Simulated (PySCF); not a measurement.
How methods differ on the excitation energy of F⁺

F⁺ [He] 2s2 2p4 (3P) → F⁺ [He] 2s2 2p3 3s1 (5S), as a difference of total energies. Computed with PySCF 2.14 in aug-cc-pwCVTZ, with the non-relativistic Hamiltonian (point nucleus). Correlated levels: valence: 1s2 frozen; valence and next inner shell: nothing frozen. The calculations carry no spin-orbit coupling.

```tsv
method	excitation energy (cm⁻¹)	error (cm⁻¹)
UHF	167140	-9188
LDA	177730	+1403
PBE	178970	+2647
PBE0	178360	+2039
r2SCAN	178980	+2659
r2SCAN0	178060	+1734
CAM-B3LYP	180130	+3801
r2SCANh	178610	+2287
HSE06	178630	+2301
MP2 (valence)	175030	-1294
SCS-MP2 (valence)	176510	+179
MP2 (valence and next inner shell)	175270	-1060
SCS-MP2 (valence and next inner shell)	176610	+287
```

Reference: 176330 cm⁻¹ (measured; NIST levels, between the centres of gravity of the two terms).

Errors of the correlated levels include the incompleteness of this basis and the frozen core.
